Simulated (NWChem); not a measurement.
System: C₂H₅B₂FO; SMILES C1B(OB1C)F

```xyz
11

C     -0.2250    -2.4209     0.1105
B      0.0298    -0.8938    -0.0337
C      1.2859     0.0902    -0.0628
B      0.0293     1.0335    -0.0337
F     -0.2143     2.3196     0.1062
O     -0.9746     0.0821    -0.1391
H      0.3451    -2.9776    -0.6514
H     -1.2877    -2.6925     0.0404
H      0.1658    -2.7654     1.0835
H      1.8262     0.0870    -1.0231
H      2.0151     0.0997     0.7583
```
Atoms are numbered in this order, from 1.

Program: NWChem. Coordinates come from a PBE0/def2-SVP optimisation.

For level LC-wPBE (HJS exchange hole, range parameter 0.4 per bohr)/def2-SVP:

```yaml
highest occupied level (eV): -11.15
orbital gap (eV): 13.48
```

Problem. What are these values for level KT2/def2-SVP?

Solution. 
| Property | Value |
|---|---|
| highest occupied level (eV) | -6.95 |
| orbital gap (eV) | 5.86 |
